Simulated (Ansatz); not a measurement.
Abridged output of a molecular run in Ansatz:

```
Functional definition: HF
1967 factors; integrals over basis functions are off by at most 8.2e-4 eV
mean field evaluation 1: about -46484.9931 eV, gradient 5.3e1 eV
mean field evaluation 2: about -46485.3703 eV, gradient 5.3e1 eV
mean field evaluation 4: about -46491.0245 eV, gradient 3.9e0 eV
mean field evaluation 8: about -46491.1082 eV, gradient 3.1e-1 eV
mean field -46491.10855535 eV, -1708.5167266038 hartree, gradient 6.5e-6 eV, S^2 0.000000; 0 other end points of the search recorded, 0 dependent functions left out
23 core orbitals not correlated: weight in the atoms' cores, before any rotation towards them, 1.000 or more for the frozen orbitals, at most 0.000 for the correlated occupied ones
reference -46491.10855535 eV, -1708.5167266038 hartree; 22, 22 occupied and 286, 286 virtual orbitals, 1967 factors
second order -34.94796225 eV of doubles, -0.00000000 eV of singles
cycle   1  -35.68225022 eV  change   -7.3e-1 eV  update   1.2e-1
cycle   2  -36.40752870 eV  change   -7.3e-1 eV  update   3.3e-2
cycle   3  -36.56875915 eV  change   -1.6e-1 eV  update   1.7e-2
cycle   4  -36.55330233 eV  change    1.5e-2 eV  update   4.1e-3
cycle   5  -36.54999628 eV  change    3.3e-3 eV  update   1.9e-3
cycle   6  -36.55094801 eV  change   -9.5e-4 eV  update   6.6e-4
cycle   7  -36.55068243 eV  change    2.7e-4 eV  update   2.3e-4
cycle   8  -36.55059177 eV  change    9.1e-5 eV  update   7.8e-5
cycle   9  -36.55062882 eV  change   -3.7e-5 eV  update   2.9e-5
perturbative correction -1.42641843 eV, -0.0524199105 hartree
Total energy: -46529.08560260 eV, -1709.9123573486 hartree
```

Its atoms:

```xyz
12

N     0.564   -0.084    2.237
Si    0.335    0.850    0.847
F    -0.993    1.765    0.848
Si    0.032   -0.617   -0.945
N    -0.845    0.125   -2.189
Cl    1.803   -1.266   -1.750
Cl   -0.873   -2.315   -0.159
H     0.984    0.270    3.080
H     0.083   -0.957    2.377
H     1.468    1.796    0.720
H    -0.928   -0.285   -3.106
H    -1.628    0.717   -1.960
```

Problem. Which basis set was used?
A. def2-SVPD
B. def2-TZVPP
C. def2-SVP
D. def2-TZVPPD

Solution. B. It gives 331 functions.

Problem. Write the keys of the input that set method, charge and spin (a neutral closed shell needs none for the last two).

Solution. 
```yaml
correlation: {method: ccsd_t}
```
